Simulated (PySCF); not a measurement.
CH3ClF2Si, SMILES C[Si](F)(F)Cl. Geometry: B3LYP-D3(BJ)/def2-SVP.

All values below come from B3LYP-D3(BJ)/def2-SVP (PySCF).

Harmonic wavenumbers (cm⁻¹): 132, 179, 199, 253, 293, 331, 535, 729, 790, 812, 913, 973, 1289, 1425, 1427, 3043, 3140, 3143. Rotational constants (GHz): 3.642, 2.328, 2.236; symmetry number 1.

Work out the zero-point energy and the ideal-gas rigid-rotor harmonic-oscillator thermochemistry at 298.15 K and 1 atm.

ZPE = ½ Σ hcν = ½ × 19608 cm⁻¹ = 28.03 kcal/mol. H − E(el) = 32.72 kcal/mol. Entropy in cal/(mol K): translation 40.17, rotation 27.23, vibration 13.38, total 80.79. G − E(el) = 8.64 kcal/mol. Cp = 23.12 cal/(mol K). Modes under 150 cm⁻¹ make the vibrational entropy uncertain.
